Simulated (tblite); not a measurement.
Compound: C3H7AlBr2O.
Bonds: C1–C2, C2–C3, C2–O4, O4–Al5, Al5–Br6, Al5–Br7. Hydrogens: H8, H9, H10 on C1; H11 on C2; H12, H13, H14 on C3.

Computed with GFN2-xTB (tblite), gas phase: L-BFGS steps from a force-field or distance-geometry start until the largest atomic force falls under 0.01 eV/Å.

Step 36: E = -639.5721 eV
```
atom  x, y, z in Å  |  force x, y, z in eV/Å
C1     -0.9920   -1.2844   -0.1060   -0.013  -0.032   0.009
C2     -0.3070   -0.1015   -0.8024   -0.014  -0.007  -0.008
C3     -1.1631    1.1572   -0.7281   -0.011   0.035   0.021
O4      0.9510    0.1303   -0.2152   -0.012   0.025   0.012
Al5     2.3911    0.2239    0.5441    0.077  -0.044  -0.038
Br6     3.7160   -1.5950    0.6380   -0.044   0.033   0.009
Br7     3.1066    2.1562    1.4277   -0.029   0.050   0.015
H8     -1.8884   -0.9646    0.4191    0.011   0.007  -0.003
H9     -1.2602   -2.0569   -0.8194   -0.024  -0.017  -0.013
H10    -0.3078   -1.7140    0.6237   -0.005  -0.049  -0.011
H11    -0.1169   -0.3435   -1.8563   -0.005  -0.004   0.014
H12    -1.3862    1.3988    0.3081    0.039   0.009   0.062
H13    -2.0979    0.9896   -1.2558    0.006   0.013  -0.033
H14    -0.6461    2.0035   -1.1746    0.024  -0.019  -0.037
```

Step 37: E = -639.5729 eV
```
atom  x, y, z in Å  |  force x, y, z in eV/Å
C1     -0.9924   -1.2851   -0.1064    0.002  -0.017   0.002
C2     -0.3077   -0.1017   -0.8022   -0.004   0.000   0.004
C3     -1.1620    1.1582   -0.7276   -0.010   0.019   0.030
O4      0.9516    0.1278   -0.2167    0.018   0.029   0.022
Al5     2.3943    0.2222    0.5398    0.017  -0.022  -0.040
Br6     3.7159   -1.5959    0.6413   -0.021   0.009   0.007
Br7     3.0964    2.1575    1.4270   -0.022   0.051   0.013
H8     -1.8853   -0.9629    0.4222   -0.011  -0.002  -0.004
H9     -1.2622   -2.0570   -0.8204   -0.027  -0.004   0.002
H10    -0.3063   -1.7140    0.6215   -0.001  -0.064  -0.008
H11    -0.1199   -0.3413   -1.8558    0.005  -0.021  -0.020
H12    -1.3834    1.4006    0.3087    0.027   0.006   0.062
H13    -2.0967    0.9873   -1.2556    0.018   0.040  -0.023
H14    -0.6427    2.0037   -1.1731    0.009  -0.024  -0.048
```

**Question.** Estimate the geometry and energy of step 38. (The exact step hangs on the optimiser's Hessian estimate; all steps are aligned on step 37, rigid shifts and turns removed.)

**Answer.** E = -639.5735 eV, largest force 0.068 eV/Å
```
atom  x, y, z in Å  |  force x, y, z in eV/Å
C1     -0.9926   -1.2858   -0.1065    0.010  -0.003  -0.001
C2     -0.3085   -0.1019   -0.8026    0.013   0.003   0.012
C3     -1.1615    1.1593   -0.7266    0.004   0.000   0.032
O4      0.9521    0.1266   -0.2186    0.018   0.025   0.014
Al5     2.3970    0.2208    0.5344   -0.014   0.017  -0.021
Br6     3.7159   -1.5962    0.6450   -0.002  -0.011   0.003
Br7     3.0878    2.1588    1.4276   -0.022   0.035   0.002
H8     -1.8829   -0.9613    0.4249   -0.018  -0.012  -0.005
H9     -1.2648   -2.0573   -0.8206   -0.027   0.007   0.012
H10    -0.3049   -1.7150    0.6198   -0.003  -0.067  -0.011
H11    -0.1222   -0.3403   -1.8565    0.006  -0.026  -0.025
H12    -1.3808    1.4014    0.3107    0.020   0.004   0.039
H13    -2.0954    0.9868   -1.2559    0.021   0.059  -0.007
H14    -0.6398    2.0036   -1.1724   -0.006  -0.029  -0.044
```

The energy changes by -0.0006 eV. The first-order estimate −F·Δx gives -0.0009 eV and the mean of the old and new forces, exact on a quadratic surface, -0.0006 eV. The step makes an angle of 67° with the force vector and moves no atom by more than 0.009 Å.

What follows is the cost of the whole relaxation. Hardware: one thread of an Arm Neoverse V2, on a shared host. Cost: 1.0 s of wall time.
